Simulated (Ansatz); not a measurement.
| atom | x (Å) | y (Å) | z (Å) |
| --- | --- | --- | --- |
| O | 0.0049 | -0.0480 | -1.6952 |
| C | 0.0262 | -0.0410 | -0.5371 |
| S | -0.0474 | -0.0003 | 1.0222 |

Basis set: 6-31G (spherical functions). Correlated methods keep 7 orbitals frozen. Charge 0, multiplicity 1.

Computed with Ansatz (development build ahead of 0.2.0); each method stands on the lowest determinant of its kind that the runs found. Restricted open shells among the atoms or ions are ROHF, correlated in semicanonical orbitals with singles.

(1) Give the atomization energy at this shape (free ground-state atoms in the same class of orbitals less the molecule, no zero-point energy) of singlet COS by RHF-MP2, RHF.

Results:

(1)

| method | atomization energy |
| --- | --- |
| RHF-MP2 | 262.37 kcal/mol |
| RHF | 142.74 kcal/mol |

This basis has no polarisation functions and is too small for such energies, which can lie far from measured ones in either direction.
